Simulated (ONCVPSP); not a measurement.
## Logarithmic derivatives: Cd (Z = 48), ONCV

- Element: Cd (Z = 48)
- Generator: ONCVPSP 4.0.1
- Type: optimised norm-conserving Vanderbilt (ONCV)
- Functional: PBEsol
- Relativity: scalar-relativistic
- Frozen core: [Ar] 3d10 4s2
- Valence charge: 18
- Reference configuration: 4p6 4d10 5s1.75 5p0.25
- Partial waves: 5s: rc 2.40 bohr, ncon 4, nbas 8, qcut 2.8 1/bohr, 2 projectors, debl 0.7 Ha; 4p+5p: rc 1.50 bohr, ncon 4, nbas 8, qcut 11.6 1/bohr, 2 projectors; 4d: rc 1.50 bohr, ncon 3, nbas 7, qcut 10.1 1/bohr, 2 projectors, debl 1.2 Ha
- Local potential: polynomial inside 1.25 bohr (lpopt 1, dvloc0 0 Ha)
- Core correction: none

The phase is arctan(r·R′/R) of the radial function R(r), unwrapped; energies in Ha, scanned from -4 to 5 Ha. A pole is an energy at which the radial function vanishes at the test radius. The pseudo phase is shifted by a multiple of π to meet the all-electron one at the reference energy, and phase errors are pseudo minus all-electron; the curves can meet again beyond the range given. Levels narrower than the energy grid can be missing from the lists of poles. Where the grid stepped over a known ghost or core level, its pole and its step of π were put in at the level’s energy. n/a: not evaluated, since a narrow level or a reset projector energy made the automatic matching unsafe.

| channel | radius (bohr) | reference energy (Ha) | poles, all-electron | poles, pseudo | unbroken range about the reference energy with phases within 0.05 rad | phase error 1 Ha above the reference energy (rad) |
| --- | --- | --- | --- | --- | --- | --- |
| s | 2.44 | -0.22 | 1.00 | -1.57, 1.00, 4.96 | n/a | n/a |
| p | 1.52 | -0.05 | -1.87 | -1.87 | the whole range | -0.000 |
| d | 1.52 | -0.45 | 0.72 | 0.72 | the whole range | -0.000 |

Note: ghosts flagged at negative energy: s at -42.7 eV; no localised positive-energy state flagged. A true bound ghost makes a file unfit for plane-wave use.

Phases in the s channel:

```
E (Ha)  all-electron  pseudo
 -3.98         1.361   1.386
 -3.74        -1.753   1.378
 -3.50        -1.768   1.369
 -3.26        -1.780   1.358
 -3.02        -1.793   1.346
 -2.78        -1.808   1.331
 -2.54        -1.826   1.314
 -2.30        -1.848   1.292
 -2.06        -1.876   1.264
 -1.82        -1.912   1.227
 -1.58        -1.962   1.136
 -1.34        -2.037  -2.036
 -1.10        -2.159  -2.159
 -0.86        -2.388  -2.388
 -0.62        -2.872  -2.872
 -0.38        -3.634  -3.634
 -0.14        -4.151  -4.151
  0.10        -4.398  -4.398
  0.34        -4.531  -4.531
  0.58        -4.615  -4.615
  0.82        -4.676  -4.676
  1.06        -4.724  -4.725
  1.30        -4.769  -4.769
  1.54        -4.812  -4.813
  1.78        -4.861  -4.863
  2.02        -4.920  -4.926
  2.26        -5.005  -5.018
  2.50        -5.144  -5.184
  2.74        -5.430  -5.573
  2.98        -6.106  -6.503
  3.22        -6.948  -7.220
  3.46        -7.343  -7.491
  3.70        -7.517  -7.617
  3.94        -7.612  -7.692
  4.18        -7.671  -7.743
  4.42        -7.713  -7.782
  4.66        -7.745  -7.816
  4.90        -7.769  -7.847
```
